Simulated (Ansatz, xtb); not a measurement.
# Cl2GeH4OSi: which of two isomers lies lower

Structure X is `[SiH3][O][GeH]([Cl])[Cl]`, a singlet and structure Y is `Cl[SiH2][O][GeH2][Cl]`, a singlet. Both are isolated molecules in the gas phase, relaxed with B3LYP/6-31G*; the shapes shown needn't be the lowest conformers.

X (Å):

```xyz
9

Cl   -1.1430   -0.1808    1.4710
Cl   -1.3281   -0.6853   -1.9930
Ge   -1.3655    0.8258   -0.4390
O    -0.0264    1.9440   -0.6787
Si    1.6414    1.8316   -0.5425
H     2.2107    2.9025   -1.3954
H     2.0573    2.0407    0.8676
H     2.1239    0.5044   -1.0046
H    -2.6851    1.6033   -0.4843
```

Y (Å):

```xyz
9

Cl   -1.1199    0.6290    1.3579
Cl    2.2417    3.9359    0.0418
Ge    0.0800    4.2144    0.0672
O    -0.6816    2.8219   -0.7599
Si   -0.6478    1.1839   -0.5936
H     0.6926    0.6266   -0.8755
H    -1.6893    0.6247   -1.4789
H    -0.3642    4.2553    1.5399
H    -0.2541    5.4417   -0.7939
```

Quicker runs give these differences E(Y) − E(X): GFN2-xTB +3.8 kcal/mol; HF/STO-3G −1.1 kcal/mol (at GFN2-xTB geometries); r2SCAN-D4/def2-SVP −6.0 kcal/mol (at GFN2-xTB geometries).

Problem. Which of the two would you expect CCSD(T)/def2-SVP + ΔMP2/def2-TZVPP electronic energies to favour?

Solution. Structure Y; the calculation gives E(Y) − E(X) = −7.7 kcal/mol.

How the difference moves with the method:

```json
{"level": "GFN2-xTB", "geometry": "GFN2-xTB", "E(Y) − E(X) (kcal/mol)": "+3.8", "departure from the last row (kcal/mol)": "+11.5", "job, with rough time for the two": "optimisation, 0.64 s"}
{"level": "HF/STO-3G", "geometry": "GFN2-xTB", "E(Y) − E(X) (kcal/mol)": "−1.1", "departure from the last row (kcal/mol)": "+6.6", "job, with rough time for the two": "single point, 1.1 s"}
{"level": "r2SCAN-D4/def2-SVP", "geometry": "GFN2-xTB", "E(Y) − E(X) (kcal/mol)": "−6.0", "departure from the last row (kcal/mol)": "+1.7", "job, with rough time for the two": "single point, 5.2 s"}
{"level": "B3LYP/6-31G*", "geometry": "B3LYP/6-31G*", "E(Y) − E(X) (kcal/mol)": "−6.5", "departure from the last row (kcal/mol)": "+1.1", "job, with rough time for the two": "optimisation, 2.9 min"}
{"level": "HF/def2-SVP", "geometry": "B3LYP/6-31G*", "E(Y) − E(X) (kcal/mol)": "−7.0", "departure from the last row (kcal/mol)": "+0.7", "job, with rough time for the two": "part of the CCSD(T) run"}
{"level": "MP2/def2-SVP", "geometry": "B3LYP/6-31G*", "E(Y) − E(X) (kcal/mol)": "−5.9", "departure from the last row (kcal/mol)": "+1.8", "job, with rough time for the two": "part of the CCSD(T) run"}
{"level": "CCSD(T)/def2-SVP", "geometry": "B3LYP/6-31G*", "E(Y) − E(X) (kcal/mol)": "−5.7", "departure from the last row (kcal/mol)": "+2.0", "job, with rough time for the two": "single point"}
{"level": "CCSD(T)/def2-SVP + ΔMP2/def2-TZVPP", "geometry": "B3LYP/6-31G*", "E(Y) − E(X) (kcal/mol)": "−7.7", "departure from the last row (kcal/mol)": "", "job, with rough time for the two": "single point, 46 s"}
```

As drawn, Y has 1 Cl–Si, 1 Ge–H in place of 1 Cl–Ge, 1 Si–H.

GFN2-xTB puts the two in the other order. The largest departure from CCSD(T)/def2-SVP + ΔMP2/def2-TZVPP is that of GFN2-xTB, 11.5 kcal/mol. The last row adds to CCSD(T) the change of the MP2 difference between the two basis sets, here −2.0 kcal/mol.

With harmonic frequencies from B3LYP/6-31G* (ideal gas, rigid rotor, one conformer each, 298.15 K, 1 atm): on the last row, ΔE + ΔZPE = −7.3 kcal/mol. A mode under 50 cm⁻¹ makes harmonic enthalpies and free energies unreliable, so none is given.

The correlated steps freeze 25 core orbitals; the filled d shell of Ge is correlated, in a basis made for valence electrons. Codes used: Ansatz 0.2.0, xtb 6.7.1; the last row on 2 threads of Intel(R) Xeon(R) Platinum 8259CL CPU @ 2.50GHz (Skylake/Cascade Lake) on a shared host.
